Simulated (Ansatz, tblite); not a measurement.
Cost and result up the ladder for InF₃ (4 atoms). The state is a singlet with charge 0. Geometry: PBE0-D4/def2-TZVP.

Cartesian coordinates in Å:
```
In 0.000 0.000 0.000
F 0.507 1.205 1.403
F -1.821 -0.062 -0.598
F 1.314 -1.143 -0.805
```

Ansatz on 4 threads of Arm Neoverse V2 on a shared host; xTB runs through tblite on one thread. Times are rough, summed over both states, and most runs start from the orbitals of an earlier one. PBE0-D4/def2-TZVP serves as the yardstick here, not as an exact answer. The other state is a triplet.

In the def2 sets In takes a core potential; there is no spin–orbit coupling. The xTB rows come from tblite. HOMO above LUMO, or a gap near zero within one spin, warns that the state may not be the lowest or that an electron is smeared out.

xTB has no spin-polarisation term.

```json
{"level": "GFN1-xTB", "functions": "21", "wall time": "0.004 s", "vertical triplet (eV)": "4.14", "difference from PBE0-D4/def2-TZVP (eV)": "-1.41", "remarks": "–"}
{"level": "GFN2-xTB", "functions": "21", "wall time": "0.004 s", "vertical triplet (eV)": "3.16", "difference from PBE0-D4/def2-TZVP (eV)": "-2.39", "remarks": "–"}
{"level": "PBE-D4/def2-TZVP", "functions": "143", "wall time": "2.5 s", "vertical triplet (eV)": "4.80", "difference from PBE0-D4/def2-TZVP (eV)": "-0.75", "remarks": "gap within one spin near zero (triplet)"}
{"level": "PBE0-D4/def2-TZVP (with forces)", "functions": "143", "wall time": "6.7 s", "vertical triplet (eV)": "5.55", "difference from PBE0-D4/def2-TZVP (eV)": "0.00", "remarks": "–"}
{"level": "r2SCAN-D4/def2-TZVP", "functions": "143", "wall time": "8.9 s", "vertical triplet (eV)": "5.07", "difference from PBE0-D4/def2-TZVP (eV)": "-0.48", "remarks": "–"}
```
